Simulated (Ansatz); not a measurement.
Rb₆, relaxed as a singlet with RKS PBE0/def2-SVP in Ansatz, starting from the GFN1-xTB geometry. Force threshold 0.02 eV/Å.

In the def2 sets Rb takes a core potential; there is no spin–orbit coupling. The restricted singlet is unstable towards broken spin symmetry in Hartree–Fock (as tested in another run); at PBE0/def2-SVP this wasn't settled. Another isomer (singlet) lies 0.10 eV lower at PBE0/def2-TZVP; other spin states weren't run for this one.

Start:

```
atom   x (Å)   y (Å)   z (Å)
 Rb1   0.155   2.420  -0.042
 Rb2   1.512   2.669   1.930
 Rb3  -2.299  -3.245  -3.236
 Rb4  -0.264   0.989   0.128
 Rb5   0.912   0.815   2.219
 Rb6  -0.017  -3.648  -0.999
```

| step | energy (eV) | largest force component (eV/Å) | SCF passes |
| --- | --- | --- | --- |
| 1 | -3863.1265 | 152.916 | 26 |
| 2 | -3902.8068 | 45.253 | 43 |
| 3 | -3918.3337 | 16.051 | 50 |
| 4 | -3924.9225 | 7.748 | 46 |
| 5 | -3928.3808 | 3.524 | 37 |
| 6 | -3930.2237 | 1.877 | 32 |
| 7 | -3931.4430 | 1.112 | 33 |
| 8 | -3932.2593 | 0.761 | 33 |
| 9 | -3932.8165 | 0.519 | 30 |
| 10 | -3933.1857 | 0.356 | 32 |
| 11 | -3933.4331 | 0.248 | 30 |
| 12 | -3933.5955 | 0.160 | 29 |
| 13 | -3933.6935 | 0.106 | 27 |
| 14 | -3933.7647 | 0.087 | 28 |
| 15 | -3933.8151 | 0.061 | 28 |
| 16 | -3933.8484 | 0.041 | 28 |
| 17 | -3933.8630 | 0.013 | 28 |
| 18 | -3933.8673 | 0.013 | 27 |
| 19 | -3933.8732 | 0.010 | 27 |
| 20 | -3933.8797 | 0.010 | 27 |

Force components are those of the run's own axes.

End:

```csv
atom,x (Å),y (Å),z (Å)
Rb1,-0.402,4.544,-1.942
Rb2,2.004,2.725,1.741
Rb3,-2.070,-2.483,-3.750
Rb4,-1.673,0.431,-0.106
Rb5,1.693,-1.446,3.987
Rb6,0.448,-3.771,0.070
```

Bonds lost: Rb1–Rb5, Rb4–Rb5 (atoms count from 1). Bonds formed: Rb3–Rb4 (atoms count from 1). Metal–metal contacts that move far: Rb5–Rb6 5.58 to 4.72 Å.

The force fell under the threshold at step 17, but the optimiser went on and released 0.017 eV more. No frequencies were taken in this run, so the end may be a saddle point.

Hardware: 2 threads of Intel Xeon Platinum 8259CL on a shared host. Wall time 2.7 min.
